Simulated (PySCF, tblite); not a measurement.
A set of runs on `[SiH3]SC1=CC=[C]C=C1` [radical]; the geometry of each is named by its level. Settings lines and outputs come from a driver script.

C6H7SSi (doublet state).
Bonds: Si1–S2, S2–C3, C3–C4 (aromatic), C4–C5 (aromatic), C5–C6 (aromatic), C6–C7 (aromatic), C7–C8 (aromatic), C3–C8 (aromatic). Hydrogens: H9, H10, H11 on Si1; H12 on C4; H13 on C5; H14 on C7; H15 on C8.

Step 1: GFN2-xTB geometry optimisation, gas phase (tblite 0.8.0) (from a force-field or distance-geometry start)
```json
{"job": {"kind": "relax", "xc": "GFN2-xTB", "basis": "xTB"}, "charge": 0, "multiplicity": 2}
```
```
step      E/eV     max force
  0    -579.40603    1.726
  1    -579.50054    0.876
  2    -579.53495    0.535
...
 64    -579.67285    0.020
 65    -579.67290    0.019
 66    -579.67293    0.015
 67    -579.67295    0.011
 68    -579.67296    0.009
```

Energy lowered by 6.2 kcal/mol over 68 steps; largest atomic force 0.009 eV/Å at the end. «max force» is the largest atomic force in eV/Å.

Step 2: GFN2-xTB harmonic vibrations, gas phase (tblite 0.8.0) (on the GFN2-xTB geometry)
```json
{"job": {"kind": "ir", "xc": "GFN2-xTB", "basis": "xTB"}, "charge": 0, "multiplicity": 2}
```
```
(table of modes left out)
```

39 modes from -23 to 3090 cm⁻¹ (unscaled, harmonic, a negative number standing for an imaginary wavenumber); zero-point energy 63.0 kcal/mol from the real modes; the lowest is imaginary at this level.

Step 3: UKS B3LYP, pcH-1 on C H S Si, non-relativistic, mean-field spin-orbit, GIAO (PySCF 2.14.0) (on the GFN2-xTB geometry)
```json
{"job": {"kind": "epr", "basis": "pcH-1"}, "charge": 0, "multiplicity": 2}
```
```
...
E = -920.49205513 Eh   <S^2> = 0.7573 (exact 0.7500)
g shifts (ppm)      1          2          3
  rmc          -162       -162       -162
  gc             29         11        -50
  oz_so        -418        -88        739
  total        -552       -240        527
hyperfine (MHz)  atom isotope    a_iso     a_fc   dipolar eigenvalues
    0  29Si      -0.03      -0.03     -0.24      0.05      0.19
    1   33S       2.11       2.10     -1.38      0.22      1.16
    2   13C      -8.84      -8.83     -6.49      2.32      4.16
    3   13C      50.65      50.66     -6.32     -1.80      8.12
    4   13C      16.97      16.98    -13.71     -2.30     16.01
    5   13C     411.00     411.09    -79.24    -61.99    141.24
    6   13C      17.36      17.37    -13.92     -2.11     16.02
    7   13C      51.41      51.43     -6.25     -1.89      8.15
    8    1H      -0.02      -0.02     -0.51     -0.44      0.95
    9    1H      -0.01      -0.01     -0.24     -0.20      0.44
   10    1H      -0.05      -0.05     -0.52     -0.45      0.97
   11    1H      13.84      13.84     -3.05     -2.35      5.39
   12    1H      55.02      55.02     -6.90     -5.71     12.60
   13    1H      56.43      56.44     -6.87     -5.70     12.57
   14    1H      12.22      12.23     -3.08     -2.28      5.35
```

⟨S²⟩ 0.757; g_iso 2.0022. rmc, gc and oz_so are the mass-correction, gauge-correction and orbital-Zeeman/spin–orbit parts of the g shift along its three principal axes; a_iso is the isotropic hyperfine coupling and a_fc its Fermi-contact part. The log counts atoms from 0, this text from 1.

Task: Which step took the most CPU time, and about what did each take on one thread of an Intel Xeon at 2.60 GHz, shared host?

Result: Step 3, about 99 % of the total. CPU time by step: 1: 0.62 s, 2: 0.68 s, 3: 87 s.

Geometry of the electronic-property runs (GFN2-xTB):
```
atom  x, y, z in Å
Si1    2.9223    0.2923   -0.0863
S2     1.4852   -0.9760    0.8888
C3    -0.1221   -0.4379    0.3595
C4    -1.2073   -1.1146    0.9056
C5    -2.5025   -0.7633    0.5413
C6    -2.6484    0.2534   -0.3565
C7    -1.6173    0.9445   -0.9174
C8    -0.3204    0.5895   -0.5496
H9     2.8106    0.1081   -1.5289
H10    4.1668   -0.2271    0.4495
H11    2.6697    1.6744    0.3047
H12   -1.0355   -1.9120    1.6125
H13   -3.3460   -1.2881    0.9625
H14   -1.7746    1.7430   -1.6265
H15    0.5149    1.1219   -0.9811
```

 GFN2-xTB frequencies show an imaginary mode (23i cm⁻¹), so this geometry is no minimum at that level. (This holds for the electronic-property runs.)

One conformer stands for the species.
